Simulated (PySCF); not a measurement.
CCl2F (SMILES F[C](Cl)Cl), doublet, geometry from GFN2-xTB. Base run: PySCF with CCSD(T)/6-31G.

Here is a job for PySCF.
```python
from pyscf import gto, scf, cc

mol = gto.M(
    atom='''
F    -0.043186    1.608710   -0.072319
C    -0.016352    0.319644    0.304944
Cl    1.478011   -0.441349    0.000952
Cl   -1.449376   -0.523137   -0.070293
''',
    basis='6-31g',
    charge=0,
    spin=1,
    verbose=4,
)

mf = scf.UHF(mol)
mf.kernel()

mycc = cc.CCSD(mf)
mycc.kernel()
et = mycc.ccsd_t()
print('E(CCSD(T)) = %.10f' % (mycc.e_tot + et))
```

Each row names what was changed in the base input (with any setting that the change needs).

| change | ΔE vs base (kcal/mol) | MP2 correlation (Eh) | CC correlation without the perturbative part (Eh) | basis functions |
|---|---|---|---|---|
| base | 0.000 | -0.28607 | -0.30270 | 44 |
| cart = on | 0.000 | -0.28607 | -0.30270 | 44 |
| method = ccsd | 4.53 | -0.28607 | -0.30270 | 44 |
| cc.diis_space = 10 | 0.000 | -0.28607 | -0.30270 | 44 |
| frozen = 12 | 4.41 | -0.27838 | -0.29590 | 44 |
| density fitting = JK and correlation | 0.092 | -0.28607 | -0.30270 | 44 |
| method = cisd | ___ | - | - | 44 |
| frozen = 13 | ___ | ___ | ___ | 44 |
| cc.diis_space = 3 | 0.000 | -0.28607 | -0.30270 | 44 |
| cc.conv_tol = 1e-9 | 0.000 | -0.28607 | -0.30270 | 44 |

Task: What belongs in the gaps?

Result: 
- method = cisd, ΔE vs base (kcal/mol): 21.46
- frozen = 13, ΔE vs base (kcal/mol): 29.20
- frozen = 13, MP2 correlation (Eh): -0.23810
- frozen = 13, CC correlation without the perturbative part (Eh): -0.25671

Open shells are given as the SCF converged; they aren't shown to be the lowest states, and a large step between rows can be another state.
